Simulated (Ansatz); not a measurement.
`[NH2][Zn][O]CF`. Charge 0, multiplicity 1. Geometry: relaxed with PBE0-D4/def2-TZVP. It is one conformer, not always the lowest.

```xyz
9

N    -0.921    1.041    2.071
Zn   -0.133    0.674    0.481
O     0.824    0.510   -1.044
C     0.851   -0.755   -1.494
F     0.148   -1.591   -0.575
H    -1.475    1.886    2.104
H    -1.486    0.291    2.447
H     0.328   -0.885   -2.450
H     1.866   -1.171   -1.539
```

Q: What is the dipole moment at B3LYP/def2-TZVPP? (Estimate.)

A: The calculation gave: 1.06 D, with components (-0.99, 0.29, -0.27) D in this frame, pointing from negative to positive charge.

Q: And with PBE, r2SCAN, ωB97M-V? (An estimate is asked.)

A: The calculation gave: PBE 1.03 D, r2SCAN 1.04 D, ωB97M-V 1.09 D.

Q: Give the Mulliken charges with B3LYP, ωB97M-V, PBE in def2-TZVPP. (An estimate is asked.)

A: Computed: 
```tsv
atom	B3LYP	ωB97M-V	PBE
N1	-0.42	-0.40	-0.39
Zn2	0.50	0.54	0.38
O3	-0.47	-0.49	-0.39
C4	0.22	0.19	0.17
F5	-0.28	-0.27	-0.23
H6	0.13	0.11	0.14
H7	0.13	0.11	0.15
H8	0.09	0.10	0.09
H9	0.09	0.10	0.09
```

B3LYP here is the variant with VWN-RPA as its local correlation; programs differ in this.
